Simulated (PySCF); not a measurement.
The multiplicity is imposed and other spin states were not computed.

## [Cd(Cl)(Br)] (charge 0, multiplicity 1)

Calculation: TPSSh-D3(BJ)/def2-TZVP // r2SCAN-D4/def2-SVP (PySCF).

```yaml
HOMO: -7.87 eV
dipole_moment: 0.37 D
LUMO: -2.66 eV
HOMO–LUMO gap: 5.21 eV
charge on the central atom (Mulliken): 0.77 e
total_energy: -3202.1047 Ha
cost: about 2.3 core-minutes (a rough figure)
```

```xyz
3

Cd     0.0168     0.0047    -0.0051
Cl    -2.0909    -0.5812     0.6378
Br     2.2355     0.6214    -0.6819
```
